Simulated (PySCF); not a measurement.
C5H6OP2.
SMILES with atom numbers: `[CH3:1][O:2][c:3]1[cH:4][p:5][cH:6][cH:7][p:8]1` (hydrogens: H9, H10, H11 on C1; H12 on C4; H13 on C6; H14 on C7)

Computed by this run: PySCF, PBE0-D3(BJ)/def2-SVP geometry optimisation, gas phase; density fitting, grid level 1; the optimiser is geomeTRIC in internal coordinates, started from a GFN2-xTB structure.

Step 0: E = -25879.8396 eV
```
atom  x, y, z in Å  |  force x, y, z in eV/Å
C1     -2.5747   -0.4190   -0.3715    0.067   0.215   0.241
O2     -1.7529    0.3471    0.4707    0.530  -0.076  -0.128
C3     -0.4073    0.2480    0.3036   -0.816  -0.093  -0.086
C4      0.3195    1.0537    1.1621    0.606   0.135   0.146
P5      2.0265    1.2604    1.3254   -0.065   0.015   0.001
C6      2.6496    0.1892    0.1052    0.077   0.377   0.426
C7      1.9450   -0.6095   -0.7543   -0.452  -0.143  -0.139
P8      0.2331   -0.8362   -0.9276   -0.046  -0.195  -0.219
H9     -3.5992   -0.1942   -0.0794   -0.305   0.022   0.041
H10    -2.4216   -0.1515   -1.4234    0.006   0.036  -0.278
H11    -2.3804   -1.4907   -0.2492    0.018  -0.280   0.007
H12    -0.2853    1.6475    1.8407   -0.263   0.219   0.261
H13     3.7323    0.1676    0.0320    0.421  -0.011  -0.027
H14     2.5147   -1.2129   -1.4564    0.221  -0.220  -0.247
```

Task: Estimate the geometry and energy of step 1. (The exact step hangs on the optimiser's Hessian estimate; all steps are aligned on step 0, rigid shifts and turns removed.)

Result: E = -25879.8680 eV, largest force 0.141 eV/Å
```
atom  x, y, z in Å  |  force x, y, z in eV/Å
C1     -2.5943   -0.4136   -0.3657   -0.002  -0.026  -0.051
O2     -1.7426    0.3546    0.4454   -0.108  -0.041   0.005
C3     -0.4130    0.2463    0.2887    0.130   0.054   0.013
C4      0.3250    1.0511    1.1621   -0.072   0.006   0.021
P5      2.0282    1.2607    1.3305    0.021   0.025   0.031
C6      2.6698    0.1952    0.1155    0.028  -0.023  -0.034
C7      1.9597   -0.6117   -0.7546    0.074   0.001  -0.016
P8      0.2473   -0.8403   -0.9456   -0.069  -0.033  -0.030
H9     -3.6212   -0.1873   -0.0514    0.022   0.013   0.009
H10    -2.4713   -0.1589   -1.4341   -0.002  -0.001   0.029
H11    -2.4021   -1.4953   -0.2450   -0.002   0.030   0.013
H12    -0.2955    1.6435    1.8490    0.033  -0.015  -0.027
H13     3.7647    0.1746    0.0428   -0.027  -0.002   0.010
H14     2.5446   -1.2195   -1.4597   -0.025   0.013   0.027
```

The energy changes by -0.0284 eV. The first-order estimate −F·Δx gives -0.0619 eV and the mean of the old and new forces, exact on a quadratic surface, -0.0285 eV. The step makes an angle of 69° with the force vector and moves no atom by more than 0.051 Å.

The cost below is that of the whole optimisation. Time: 36 s of wall time; peak memory 0.65 GiB. Hardware: one thread, Arm Neoverse V1 (aarch64), shared host with 32 logical CPUs at a one-minute load of 12.
